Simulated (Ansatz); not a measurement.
Ge(SH)H3 (GeH4S). Total charge 0; triplet. Geometry r2SCAN-D4/def2-TZVP, that of the neutral singlet; atoms count from 1.

Cartesian coordinates in Å:
```
Ge -0.474 -0.256 -0.138
S 0.843 1.322 0.715
H 1.984 0.700 0.374
H -1.896 0.229 0.146
H -0.215 -1.602 0.551
H -0.242 -0.393 -1.648
```

At PBE0-D4/def2-TZVP a singlet of charge 0 lies 5.37 eV below the triplet at the same geometry.

(1) Estimate the Mulliken populations from the PBE0/def2-TZVP orbitals of Ansatz.

(2) Where does the spin sit?

(3) And the Mayer bond orders between bonded heavy atoms (over 0.3)?

Results:

(1) 
```csv
atom,charge (e),spin (α − β)
Ge1,-0.14,0.48
S2,-0.06,1.28
H3,0.19,0.01
H4,0.01,0.00
H5,0.00,0.11
H6,0.00,0.11
```
Mulliken values and Mayer orders depend strongly on the basis.

(2) Summed by element: Ge 0.48, S 1.28, H 0.24, of 2 unpaired in all. Largest on single atoms: S2 1.28, Ge1 0.48, H6 0.11.

(3) Ge1–S2 0.61 (2.23 Å).
